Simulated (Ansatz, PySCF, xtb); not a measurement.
Energy difference R1 + 3 R2 → P1 + 3 P2, each structure at its B3LYP-D3(BJ)/def2-TZVP stationary point, reached from a drawn start (curvature not checked).
R1, B3Cl3O3 (SMILES ClB1OB(Cl)OB(Cl)O1) (charge 0, multiplicity 1):
```xyz
9

Cl    -2.4696    -1.9043    -0.0025
B     -1.0866    -0.8378    -0.0011
O     -1.2680     0.5217     0.0069
B     -0.1823     1.3600     0.0082
Cl    -0.4143     3.0909     0.0189
O      1.0859     0.8373     0.0011
B      1.2689    -0.5221    -0.0071
Cl     2.8839    -1.1865    -0.0162
O      0.1822    -1.3590    -0.0080
```
P1, B3F3O3 (SMILES FB1OB(F)OB(F)O1) (charge 0, multiplicity 1):
```xyz
9

F     -2.173    -1.577    -0.031
B     -1.108    -0.804    -0.016
O     -1.256     0.559     0.049
B     -0.142     1.360     0.064
F     -0.279     2.667     0.126
O      1.113     0.808     0.016
B      1.250    -0.556    -0.049
F      2.452    -1.090    -0.095
O      0.143    -1.367    -0.064
```
P2, HCl (SMILES Cl) (charge 0, multiplicity 1):
```tsv
atom	x (Å)	y (Å)	z (Å)
Cl	0.0000	0.0000	0.6410
H	0.0000	0.0000	-0.6410
```
R2: HF (SMILES F), charge 0, multiplicity 1.

P less R. No zero-point or thermal terms.

Cores are frozen in the correlated methods.

Programs: Ansatz (Gaussian basis) for Hartree–Fock, density functionals and correlated methods; PySCF for the D3/D4 terms; xtb for the GFN methods. Each number belongs to the level named beside it.

The comparison value is -2.185 eV (CCSD(T)/cc-pV(T+d)Z). It is a level with limits of its own, not the exact answer.

Q: Order these levels by how close they come to the comparison value for the reaction energy, closest first: GFN1-xTB, BLYP/def2-TZVPP, CAM-B3LYP/def2-TZVPP, CAM-B3LYP-D3(BJ)/def2-TZVPP, GFN2-xTB. Give each level's value less the comparison value.

A: CAM-B3LYP-D3(BJ)/def2-TZVPP (0.005 eV), BLYP/def2-TZVPP (0.034 eV), CAM-B3LYP/def2-TZVPP (-0.094 eV), GFN1-xTB (0.338 eV), GFN2-xTB (-0.357 eV)

Ansatz is a program for electronic structure.
